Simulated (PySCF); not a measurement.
# Os⁻ (osmium, charge -1) across methods

[Xe] 4f14 5d7 6s2, high-spin 4F determinant. Calculation: PySCF 2.14, in aug-cc-pVDZ-PP with ECP60MDF; a scalar-relativistic core potential.

```tsv
method	E (hartree)	mean ε 5d α (eV)	mean ε 6s β (eV)	mean ε 5d β (eV)	Σ⟨r²⟩ (bohr²)	⟨S²⟩
PBE	-90.8609	0.605	0.749	2.003	79.76	3.782
LDA	-90.6671	0.547	0.492	2.013	78.80	3.777
r2SCAN	-90.8616	0.249	0.699	1.962	79.27	3.815
LC-wPBE	-90.8084	-3.093	-1.278	-1.463	78.44	3.787
r2SCANh	-90.8387	-0.235	0.506	1.558	79.22	3.814
PBE0	-90.8089	-0.670	0.301	0.958	79.33	3.788
UHF	-90.04404	-4.792	-0.215	-2.214	90.65	3.938
MN15	-90.6862	-1.262	-0.543	0.222	79.83	3.786
```

(1) Estimate the same row for M06-L.

Energies and moments cover only the electrons outside the core potential. Spin-orbit coupling, absent here, splits the open shell strongly.

The highest occupied level is positive at PBE, LDA, r2SCAN, M06-L, r2SCANh, PBE0, MN15: only the finite basis holds that electron, which in a density functional comes from self-interaction.

Results:

(1) E (hartree) = -90.8631; mean ε 5d α (eV) = 0.455; mean ε 6s β (eV) = 1.026; mean ε 5d β (eV) = 1.980; Σ⟨r²⟩ (bohr²) = 79.33; ⟨S²⟩ = 3.797.
